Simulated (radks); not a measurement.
Results of a calculation; reference values are marked as such.
Q: The mean radii <r> (bohr) of the occupied orbitals of an atom or ion are listed with their occupations. Code: a radial shooting solver on a logarithmic mesh with Libxc functionals. Model: scalar-relativistic Kohn-Sham, BLYP, spin-polarised, spherical densities, finite nucleus; Fermi nuclear charge, rms radius of each element as measured or else 0.836 A^(1/3) + 0.57 fm.

| orbital | occ. | <r> |
|---|---|---|
| 1s down | 1 | 0.01867 |
| 1s up | 1 | 0.01867 |
| 2s up | 1 | 0.07896 |
| 2s down | 1 | 0.07896 |
| 2p up | 3 | 0.07056 |
| 2p down | 3 | 0.07056 |
| 3s up | 1 | 0.2048 |
| 3s down | 1 | 0.2046 |
| 3p up | 3 | 0.2048 |
| 3p down | 3 | 0.2045 |
| 3d up | 5 | 0.1855 |
| 3d down | 5 | 0.1853 |
| 4s up | 1 | 0.4496 |
| 4s down | 1 | 0.4501 |
| 4p up | 3 | 0.4733 |
| 4p down | 3 | 0.4740 |
| 4d up | 5 | 0.4943 |
| 4d down | 5 | 0.4955 |
| 4f up | 7 | 0.5078 |
| 4f down | 1 | 0.5109 |

Name the element and its charge. Open shells, if any, are filled with parallel spins first.

A: Z = 73, tantalum, charge +19: Ta19+ in [Kr] 4d10 4f8. The 1s radius gives Z: for a bare nucleus <r> = (2 gamma + 1)/(2Z) with gamma = sqrt(1 - (Z/c)^2), 0.01844 bohr for Z = 73, and screening makes it slightly larger (0.01867 here). The occupations add up to 54, and the charge is Z minus that.
